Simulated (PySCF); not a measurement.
Level of theory: UPBE0 in PySCF with Nb def2-SVP with ECP28, Br def2-SVP; scalar-relativistic core potentials, no spin–orbit coupling; density-fitted integrals.

```xyz
3
charge 0 multiplicity 4, angstrom
Nb    0.0000    0.0000    0.0000
Br    0.0000    0.0000    2.4471
Br    0.0000    0.0000   -2.4471
```

NbBr₂ (quartet), along the line from Nb1 (at 0) through Br2 (at 2.447 Å). Core electrons replaced by a potential are absent, the electrostatic potential uses the reduced nuclear charge, and values within about 0.7 Å of such atoms have no physical meaning.

Question: Tabulate the fields along this line at -0.86, -0.73, 0.73, 0.86, 0.98, 1.10, 1.22, 1.35, 1.47, 1.59, 1.71, 1.84, 1.96, 2.08, 2.20, 2.32, 2.57, 2.69, 2.81, 2.94, 3.06, 3.18, 3.30, 3.43, 3.55, 3.67, 3.79, 3.92 Å.

Answer: 
```json
{"distance (Å)": "-0.86", "electron density (e/Å³)": "1.33", "spin density (e/Å³)": "0.243", "electron localisation function": "0.658", "electrostatic potential (V)": "30.9"}
{"distance (Å)": "-0.73", "electron density (e/Å³)": "2.42", "spin density (e/Å³)": "0.412", "electron localisation function": "0.856", "electrostatic potential (V)": "47.6"}
{"distance (Å)": "0.73", "electron density (e/Å³)": "2.42", "spin density (e/Å³)": "0.412", "electron localisation function": "0.856", "electrostatic potential (V)": "47.6"}
{"distance (Å)": "0.86", "electron density (e/Å³)": "1.33", "spin density (e/Å³)": "0.243", "electron localisation function": "0.658", "electrostatic potential (V)": "30.9"}
{"distance (Å)": "0.98", "electron density (e/Å³)": "0.796", "spin density (e/Å³)": "0.136", "electron localisation function": "0.374", "electrostatic potential (V)": "21.3"}
{"distance (Å)": "1.10", "electron density (e/Å³)": "0.588", "spin density (e/Å³)": "0.0732", "electron localisation function": "0.267", "electrostatic potential (V)": "15.9"}
{"distance (Å)": "1.22", "electron density (e/Å³)": "0.565", "spin density (e/Å³)": "0.0374", "electron localisation function": "0.379", "electrostatic potential (V)": "13.2"}
{"distance (Å)": "1.35", "electron density (e/Å³)": "0.661", "spin density (e/Å³)": "0.0162", "electron localisation function": "0.623", "electrostatic potential (V)": "13.1"}
{"distance (Å)": "1.47", "electron density (e/Å³)": "0.849", "spin density (e/Å³)": "0.00216", "electron localisation function": "0.742", "electrostatic potential (V)": "16"}
{"distance (Å)": "1.59", "electron density (e/Å³)": "1.12", "spin density (e/Å³)": "-0.0083", "electron localisation function": "0.69", "electrostatic potential (V)": "23"}
{"distance (Å)": "1.71", "electron density (e/Å³)": "1.47", "spin density (e/Å³)": "-0.0156", "electron localisation function": "0.453", "electrostatic potential (V)": "36.5"}
{"distance (Å)": "1.84", "electron density (e/Å³)": "2.2", "spin density (e/Å³)": "-0.0172", "electron localisation function": "0.173", "electrostatic potential (V)": "60.5"}
{"distance (Å)": "1.96", "electron density (e/Å³)": "5.67", "spin density (e/Å³)": "-0.00971", "electron localisation function": "0.268", "electrostatic potential (V)": "105"}
{"distance (Å)": "2.08", "electron density (e/Å³)": "23.4", "spin density (e/Å³)": "0.000317", "electron localisation function": "0.681", "electrostatic potential (V)": "202"}
{"distance (Å)": "2.20", "electron density (e/Å³)": "88.4", "spin density (e/Å³)": "-0.0274", "electron localisation function": "0.742", "electrostatic potential (V)": "499"}
{"distance (Å)": "2.32", "electron density (e/Å³)": "329", "spin density (e/Å³)": "0.01", "electron localisation function": "0.375", "electrostatic potential (V)": "1850"}
{"distance (Å)": "2.57", "electron density (e/Å³)": "329", "spin density (e/Å³)": "0.015", "electron localisation function": "0.374", "electrostatic potential (V)": "1850"}
{"distance (Å)": "2.69", "electron density (e/Å³)": "88.3", "spin density (e/Å³)": "0.00224", "electron localisation function": "0.742", "electrostatic potential (V)": "499"}
{"distance (Å)": "2.81", "electron density (e/Å³)": "23.4", "spin density (e/Å³)": "0.000396", "electron localisation function": "0.679", "electrostatic potential (V)": "201"}
{"distance (Å)": "2.94", "electron density (e/Å³)": "5.71", "spin density (e/Å³)": "-0.0015", "electron localisation function": "0.277", "electrostatic potential (V)": "104"}
{"distance (Å)": "3.06", "electron density (e/Å³)": "2.19", "spin density (e/Å³)": "-0.00255", "electron localisation function": "0.193", "electrostatic potential (V)": "59.5"}
{"distance (Å)": "3.18", "electron density (e/Å³)": "1.38", "spin density (e/Å³)": "-0.00248", "electron localisation function": "0.488", "electrostatic potential (V)": "35"}
{"distance (Å)": "3.30", "electron density (e/Å³)": "0.952", "spin density (e/Å³)": "-0.00185", "electron localisation function": "0.735", "electrostatic potential (V)": "20.8"}
{"distance (Å)": "3.43", "electron density (e/Å³)": "0.636", "spin density (e/Å³)": "-0.00124", "electron localisation function": "0.832", "electrostatic potential (V)": "12.4"}
{"distance (Å)": "3.55", "electron density (e/Å³)": "0.409", "spin density (e/Å³)": "-0.000872", "electron localisation function": "0.862", "electrostatic potential (V)": "7.4"}
{"distance (Å)": "3.67", "electron density (e/Å³)": "0.256", "spin density (e/Å³)": "-0.000714", "electron localisation function": "0.846", "electrostatic potential (V)": "4.41"}
{"distance (Å)": "3.79", "electron density (e/Å³)": "0.159", "spin density (e/Å³)": "-0.000658", "electron localisation function": "0.789", "electrostatic potential (V)": "2.61"}
{"distance (Å)": "3.92", "electron density (e/Å³)": "0.0994", "spin density (e/Å³)": "-0.000619", "electron localisation function": "0.696", "electrostatic potential (V)": "1.51"}
```

On a grid of 0.12 Å the density has a local minimum along the bond near 1.22 Å from Nb, at 0.56 e/Å³, where the ELF is 0.38.

With open d or f shells other occupations or spin states may lie lower.
